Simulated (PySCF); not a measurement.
Two species compared at the same levels of theory.

First species: C8H6FN.
SMILES: `c1ccc(F)c(c1)CC#N`

Second species: C5H12GeO2.
SMILES: `CC[C@@H]1C[O][Ge@H]([CH3])[O]1`

Levels: B3LYP/def2-SVPD for HOMO energy, LUMO energy, HOMO–LUMO gap and static isotropic polarisability; TDDFT B3LYP/def2-SVPD for lowest singlet excitation; TDA B3LYP/def2-SVPD for lowest triplet excitation (Tamm–Dancoff); ΔSCF B3LYP/def2-SVPD for vertical ionisation energy. Geometries: PBE0-D3(BJ)/def2-SVP. All species are isolated and taken at one optimised geometry, non-relativistic unless stated; the electronic structure was computed with PySCF and density fitting.

The conformers computed, where there is a choice (atom-mapped SMILES and torsion angles):
- `[N:1]#[C:2][CH2:3][c:4]1[cH:5][cH:6][cH:7][cH:8][c:9]1[F:10]`: C2–C3–C4–C5 2°

The conformers of `CC[C@@H]1C[O][Ge@H]([CH3])[O]1` aren't listed.

```tsv
property	column X	column Y
HOMO energy	-7.34 eV	-7.30 eV
LUMO energy	-1.07 eV	0.20 eV
HOMO–LUMO gap	6.27 eV	7.50 eV
lowest singlet excitation	5.30 eV	6.49 eV
lowest triplet excitation (Tamm–Dancoff)	4.11 eV	6.25 eV
static isotropic polarisability	94.4 au	94.7 au
vertical ionisation energy	9.38 eV	9.35 eV
```

Problem. Which column belongs to which species?

Solution. Column X is the first species and column Y the second. The first has 16 atoms and 70 electrons, the second 20 and 90.

Problem. How does each property change from the first species to the second?

Solution. HOMO energy +0.04 eV; LUMO energy +1.27 eV; HOMO–LUMO gap +1.23 eV; lowest singlet excitation +1.19 eV; lowest triplet excitation (Tamm–Dancoff) +2.14 eV; static isotropic polarisability +0.3 au; vertical ionisation energy -0.03 eV.

On the first: In wavenumbers S1 is 42700 cm⁻¹ (1 eV = 8065.54 cm⁻¹). The ΔSCF ionisation energy exceeds −ε(HOMO) by 2.04 eV with B3LYP.

On the second: No computed singlet falls in the visible range (750 to 380 nm, 1.65 to 3.26 eV); S1 lies 3.23 eV above its blue end. The polarisability is 14.03 Å³ as a volume (1 au = 0.148185 Å³), or 1.05 au for each of the 90 electrons. Relativistic effects, spin–orbit coupling among them, are left out although an element past zinc is present.
